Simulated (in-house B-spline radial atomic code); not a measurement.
A run on an ion of nuclear charge 43 with 43.4 electrons that did not converge. Method: scalar-relativistic (X2C) r2SCAN0, spin-polarised, spherical fractional occupations, Fermi nucleus of rms radius 4.41117 fm; computed with an all-electron radial atomic-structure program (B-spline basis).

Command:
```bash
python run_scf.py task.json out
```
Settings (nuclear radius in fm, mass in u):
```
Z                43
configuration    [Kr] 4d5.4 5s2
hamiltonian      x2c
method           r2scan0
spin_polarised   True
nucleus          fermi
rms_radius       4.41117
atomic_mass      96.90636
speed_of_light   137.035999084
```

First and last ten iterations of the last attempt (damped for 15 steps, keeping 80 % of the old Fock matrix, then DIIS):
```
 iter        energy (Eh)    residual
    1       -4285.318841    9.48e-02
    2       -4285.305506    1.17e-02
    3       -4285.327712    4.69e-03
    4       -4285.328877    3.08e-03
    5       -4285.329296    2.34e-03
    6       -4285.329456    1.83e-03
    7       -4285.307144    1.06e-02
    8       -4285.327588    4.66e-03
    9       -4285.328844    2.76e-03
   10       -4285.329298    2.09e-03
  111       -4285.307233    1.02e-02
  112       -4285.307043    1.03e-02
  113       -4285.306993    1.03e-02
  114       -4285.306964    1.03e-02
  115       -4285.329276    1.82e-03
  116       -4285.329253    1.88e-03
  117       -4285.308094    9.82e-03
  118       -4285.308111    9.82e-03
  119       -4285.308090    9.82e-03
  120       -4285.308115    9.81e-03
 not converged after 120 iterations
```

The smallest residual met was 8.7e-04; the threshold is about 4e-07. No energy from this run should be used. The likely cause: this method binds the added charge weakly or not at all at the basis-set limit, so charge moves back and forth between the atom and the box. Run time, properties included: 15 s on 1 thread of Intel(R) Xeon(R) Platinum 8375C CPU @ 2.90GHz, on a shared host.
